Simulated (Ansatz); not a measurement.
Basis-set series for C$_{2}$H$_{4}$AlBS. The species carries charge 0 and has multiplicity 1. The bonds changed during the relaxation, so this is another structure than the one it started from. The structure was optimised at the PBE0-D4/def2-TZVP level.

```xyz
9

C    -1.3367   -1.0238   -0.3085
Al   -0.1231    0.4491   -0.0258
B     2.0931    0.5444    0.4759
C     1.3449    1.6499    0.3154
S    -0.0683    2.6427    0.0007
H    -0.8291   -1.9849   -0.2196
H    -1.7836   -0.9517   -1.3029
H    -2.1454   -0.9838    0.4252
H     2.8483   -0.3420    0.6395
```

```json
{"functional": "PBE0-D4", "basis": "def2-TZVPP", "functions": "233", "energy (Eh)": "-743.73701", "HOMO (eV)": "-5.72", "LUMO (eV)": "-1.45"}
{"functional": "PBE0-D4", "basis": "def2-QZVPP", "functions": "431", "energy (Eh)": "-743.76245", "HOMO (eV)": "-5.75", "LUMO (eV)": "-1.51"}
{"functional": "ωB97M-V", "basis": "def2-TZVPP", "functions": "233", "energy (Eh)": "-744.03072", "HOMO (eV)": "-7.76", "LUMO (eV)": "0.22"}
{"functional": "ωB97M-V", "basis": "def2-QZVPP", "functions": "431", "energy (Eh)": "-744.05477", "HOMO (eV)": "-7.78", "LUMO (eV)": "0.01"}
```

(1) Give the rows for def2-SVP. (An estimate is asked.)

Results:

(1) Ansatz gave: 
```json
{"functional": "PBE0-D4", "basis": "def2-SVP", "functions": "98", "energy (Eh)": "-743.39661", "HOMO (eV)": "-5.65", "LUMO (eV)": "-1.33"}
{"functional": "ωB97M-V", "basis": "def2-SVP", "functions": "98", "energy (Eh)": "-743.68662", "HOMO (eV)": "-7.65", "LUMO (eV)": "0.44"}
```

Positive LUMOs are unbound and depend on the basis.
